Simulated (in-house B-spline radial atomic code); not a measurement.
A calculation on neutral argon: its settings, and results tabulated from the run. Computed with a B-spline radial code for spherical atoms: scalar-relativistic (X2C) PBE, spherical fractional occupations, Fermi nucleus of rms radius 3.4274 fm, inside a hard spherical wall at 8.29 bohr.

Command:
```bash
python run_scf.py task.json out
```
Settings (nuclear radius in fm, mass in u):
```
Z                18
configuration    [Ne] 3s2 3p6
hamiltonian      x2c
method           pbe,pbe
spin_polarised   False
nucleus          fermi
rms_radius       3.4274
atomic_mass      39.96238
speed_of_light   137.035999084
wall_radius      8.29
```

Output (hartree, bohr):
```
 radial grid: 66 intervals, B-splines of order 8, outer radius 8.29 bohr

 iter        energy (Eh)    residual
    1        -527.270721    2.52e-01
    2        -528.087439    1.55e-01
    3        -529.136721    2.39e-02
    4        -529.175965    3.09e-03
    5        -529.176291    1.78e-03
    6        -529.176422    8.63e-04
    7        -529.176465    8.35e-05
    8        -529.176466    3.43e-06
    9        -529.176466    9.87e-08

 total energy                      -529.17647
 kinetic                             532.2928
 electron-nucleus                  -1263.0800
 Hartree                             232.4773
 exchange-correlation                -30.8665

 orbital      occ     eigenvalue          <r>       <r^2>       <1/r>       r_max
 1s         2.000      -114.6088    0.0855149  0.00985273     17.8154     0.05583
 2s         2.000       -10.9095     0.413963    0.203455     3.56795      0.3386
 2p         6.000        -8.4442     0.376674    0.176381     3.45363      0.2809
 3s         2.000        -0.8921      1.40649     2.30406    0.989893       1.176
 3p         6.000        -0.3772      1.66386     3.34297    0.828226       1.291
```

Time taken, with all properties: 0.07 s on 1 thread of Arm Neoverse V1 (shared host).
